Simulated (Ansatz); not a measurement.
`C/C(F)=C/C(F)F` + H₂ → `C/C(F)=C/CF` + H–F at 700 K and 1 bar (hydrogenolysis of a C–F bond).

Isolated molecules relaxed with PBE0-D4/def2-TZVP in Ansatz; ΔE leaves out vibrations. CCSD(T)/CBS adds triple-zeta CCSD(T) − MP2 to the extrapolated MP2 energy (def2 sets, frozen cores). This one scheme is used for every species. Double bonds are as drawn, so ΔE can hold a change between cis and trans. Each species was taken in one conformer, which may not be the lowest.

```csv
species,CCSD(T)/CBS energy (Eh),H − E (kJ/mol),S (J/(mol·K))
`C/C(F)=C/C(F)F`,-454.57160,310.2,484.3
H₂,-1.17544,46.8,155.3
`C/C(F)=C/CF`,-355.37707,324.6,457.7
H–F,-100.39570,45.2,198.5
```

H − E and S are ideal-gas, rigid-rotor, harmonic terms from PBE0-D4/def2-TZVP, for one conformer and one mirror image of each species. For small species the MP2-based limit differs from directly extrapolated CCSD(T) by up to some mEh (0.8 for H₂); such offsets cancel only in part. 1 Eh = 2625.50 kJ/mol, R = 8.31446 J/(mol·K).

By hand: ΔE, ΔH, ΔS and ΔG.

ΔE = (-355.37707) + (-100.39570) − (-454.57160) − (-1.17544) = -0.02573 Eh = -67.6 kJ/mol. Δ(H − E) = 324.6 + 45.2 − 310.2 − 46.8 = 12.8, so ΔH = -54.8 kJ/mol. ΔS = 457.7 + 198.5 − 484.3 − 155.3 = 16.6 J/(mol·K). ΔG = -54.8 − 700 × (16.6)/1000 = -66.4 kJ/mol.

By hand: the equilibrium constant, and the temperature at which ΔG would vanish if ΔH and ΔS stayed fixed.

log₁₀ K = −ΔG/(RT ln 10) = 5.0. ΔH and −TΔS have one sign here, so there is no such temperature.

ΔH outweighs TΔS. A doubt of 5 kJ/mol in ΔE shifts log₁₀ K by 0.4 here. Other conformers and mirror images would add mixing entropy, several J/(mol·K) or more a flexible species. Modes under 60 cm⁻¹, often nearly free rotors, make the harmonic entropy too high. These are equilibria of isolated gas molecules and say nothing of rates. Largest T1 diagnostic: 0.012 (customary marks: 0.02 for closed shells, 0.045 for open ones).
